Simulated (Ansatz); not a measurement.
Isolated molecules relaxed with PBE0-D4/def2-TZVP in Ansatz; ΔE leaves out vibrations. CBS: MP2 limit from def2 TZ/QZ plus the TZ coupled-cluster correction, frozen cores. This one scheme is used for every species. DFT in def2-TZVPP. B3LYP here is the variant with VWN-RPA as its local correlation; programs differ in this. For Ge outer-core shells are correlated without core-valence functions, which leaves a few kJ/mol of doubt a bond. Scalar relativity is left out up to krypton. One conformer a species, not always the lowest.

Consider the hydrogenolysis of the Si–O bond: `O[SiH](O)[GeH3]` + H₂ → `O[SiH2][GeH3]` + H₂O.

```
         level  ΔE (kcal/mol)
       BLYP-D4           21.4
      B3LYP-D4           20.7
          PBE0           18.3
MP2/def2-TZVPP           21.3
```

Question: What does CCSD(T)/CBS give? (Best estimate.)

Answer: Ansatz gave: +19.9 kcal/mol. The listed levels differ from it by 1.5, 0.8, -1.6, 1.4 kcal/mol.

Largest T1 diagnostic among the species: 0.012.

The D4 term adds +1.3 kcal/mol with B3LYP and +0.7 kcal/mol with PBE0; it sums over pairs of atoms, weighted by their polarisabilities, and B3LYP, whose exchange is more repulsive, gets the larger term. Leaving LDA and LC-ωPBE aside and taking each functional with its dispersion term where it has one, the values, not all of them listed here, spread over 3.0 kcal/mol, from HSE06-D4 to r2SCAN-D4. LDA lies +1.9 kcal/mol from PBE without D4. At CCSD(T), def2-SVP lies −3.3 kcal/mol from the extrapolated value and def2-TZVPP −0.1 kcal/mol.
